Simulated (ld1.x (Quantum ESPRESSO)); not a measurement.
Configuration tests for Hg (Z = 80) (TM semilocal)

ld1.x (Quantum ESPRESSO) 7.5 input, shortened:

```
&input
   title='Hg', zed=80., rel=1, dft='PBESOL', iswitch=3,
   config='[Xe] 4f14 5d10 6s1.75 6p0'
 /
 &inputp
   pseudotype=1, tm=.true., lloc=2,
   nlcc=.true., rcore=1.30
 /
3
6S  1  0   1.75   0.00  1.65  1.65  0.0
6P  2  1   0.00   0.00  2.95  2.95  0.0
5D  3  2  10.00   0.00  1.30  1.30  0.0
 &test
   configts(1)='5d10 6s1.75 6p0'
 /
```

Energies are relative to the spin-unpolarised reference configuration 5d10 6s1.75 6p0; without spin polarisation the order of configurations can differ from experiment. The frozen-core shift is the all-electron ΔE with the core orbitals held at their reference shape minus the fully relaxed ΔE.

```csv
valence configuration,charge,ΔE all-electron (eV),error AE − PS (meV),frozen-core shift (meV)
5d10 6s2 6p0,0,-1.951,+0.7,-0.6
5d10 6s1 6p0,+1,8.789,-4.2,+3.7
5d10 6s0 6p0,+2,27.793,-25,+14
5d10 6s0 6p1,+1,16.297,-3.0,+6.4
5d10 6s0 6p2,0,10.760,-4.0,+3.9
```

What are ΔE and the potential's error for 5d8 6s0 6p0?

ΔE = 113.130 eV all-electron; the error (AE − PS) is -316 meV.

What are ΔE and the potential's error for 5d10 6s1 6p1?

ΔE = 4.177 eV all-electron; the error (AE − PS) is -1.2 meV.

A variational frozen-core shift is positive and of second order in the change. This column holds negative values, so the frozen-core run of ld1.x carries numerical noise or an error of first order here, and the column gives no more than the rough size of the effect.
